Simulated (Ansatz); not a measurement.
`[F][Ga]([F])[SeH]` + silanol → `[F][Ga]([F])[O][SiH3]` + H₂Se at 400 K and 1 bar (ligand exchange at a Ga–Se bond).

Gas-phase electronic energies from Ansatz, PBE0-D4/def2-TZVP geometries. CBS: MP2 limit from def2 TZ/QZ plus the TZ coupled-cluster correction, frozen cores. For Ga, Se outer-core shells are correlated without core-valence functions, which leaves a few kJ/mol of doubt a bond. Scalar relativity is left out up to krypton. One conformer a species, not always the lowest.

| species | CCSD(T)/CBS energy (Eh) | H − E (kJ/mol) | S (J/(mol·K)) |
| --- | --- | --- | --- |
| `[F][Ga]([F])[SeH]` | -4524.95394 | 59.9 | 367.1 |
| `O[SiH3]` | -366.69042 | 120.0 | 276.4 |
| `[F][Ga]([F])[O][SiH3]` | -2489.72997 | 123.0 | 421.6 |
| H₂Se | -2401.89790 | 49.4 | 229.5 |

H − E and S are ideal-gas, rigid-rotor, harmonic terms from PBE0-D4/def2-TZVP, for one conformer and one mirror image of each species. 1 Eh = 2625.50 kJ/mol, R = 8.31446 J/(mol·K).

Task: By hand: ΔE, ΔH, ΔS and ΔG.

Result: ΔE = (-2489.72997) + (-2401.89790) − (-4524.95394) − (-366.69042) = 0.01649 Eh = 43.3 kJ/mol. Δ(H − E) = 123.0 + 49.4 − 59.9 − 120.0 = -7.5, so ΔH = 35.8 kJ/mol. ΔS = 421.6 + 229.5 − 367.1 − 276.4 = 7.6 J/(mol·K). ΔG = 35.8 − 400 × (7.6)/1000 = 32.8 kJ/mol.

Task: By hand: the equilibrium constant, and the temperature at which ΔG would vanish if ΔH and ΔS stayed fixed.

Result: log₁₀ K = −ΔG/(RT ln 10) = -4.3. ΔG = 0 at ΔH/ΔS = 4711 K, far beyond where these terms or the molecules hold.

The number of gas molecules stays the same, so ΔS is small and ΔH decides. A doubt of 5 kJ/mol in ΔE shifts log₁₀ K by 0.7 here. Other conformers and mirror images would add mixing entropy, several J/(mol·K) or more a flexible species. Modes under 60 cm⁻¹, often nearly free rotors, make the harmonic entropy too high. These are equilibria of isolated gas molecules and say nothing of rates. Largest T1 diagnostic: 0.014 (customary marks: 0.02 for closed shells, 0.045 for open ones).
